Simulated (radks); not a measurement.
Values are calculated unless marked as measured or tabulated.
Problem. Ho0.25+, 66.75 electrons, occupied as [Xe] 4f11.75 6s1 (fractional occupations, a model configuration). Code: a radial shooting solver on a logarithmic mesh with Libxc functionals. Model: Dirac Kohn-Sham, BLYP, spin-unpolarised, spherical densities, finite nucleus; open shells are shared between the two j in proportion to 2j + 1; Fermi nuclear charge, rms radius 5.2022 fm. Some entries of the table are withheld. Estimate them.

orbital,occ.,eigenvalue (hartree),<r^2> (bohr^2),r(max) (bohr)
1s1/2,2,-2036.920,0.0005882,0.01311
2s1/2,2,-340.4476,0.009110,0.07479
2p1/2,2,-324.0818,0.006580,(1)
2p3/2,4,-292.5787,0.007803,(2)
3s1/2,2,-75.93575,0.06029,0.2115
3p1/2,2,-68.76472,0.05587,(3)
3p3/2,4,-62.18512,0.06277,(4)
3d3/2,4,-49.87097,0.04960,(5)
3d5/2,6,-48.43307,0.05151,(6)
4s1/2,2,-14.90184,0.3043,(7)
4p1/2,2,-12.05412,0.3185,0.4868
4p3/2,4,-10.57862,0.3569,0.5142
4d3/2,4,-5.88804,0.4057,0.5181
4d5/2,6,-5.62070,0.4211,0.5270
5s1/2,2,-1.78676,1.873,(8)
5p1/2,2,-1.03169,2.466,1.249
5p3/2,4,-0.85440,2.889,1.338
6s1/2,1,-0.16036,19.62,3.451
4f5/2,5.03571,-0.04443,1.308,0.5223
4f7/2,6.71429,-0.01034,2.508,0.5279

Solution. 
(1) 2p1/2 r(max) (bohr): 0.05624
(2) 2p3/2 r(max) (bohr): 0.06236
(3) 3p1/2 r(max) (bohr): 0.1989
(4) 3p3/2 r(max) (bohr): 0.2118
(5) 3d3/2 r(max) (bohr): 0.1674
(6) 3d5/2 r(max) (bohr): 0.1710
(7) 4s1/2 r(max) (bohr): 0.4842
(8) 5s1/2 r(max) (bohr): 1.139
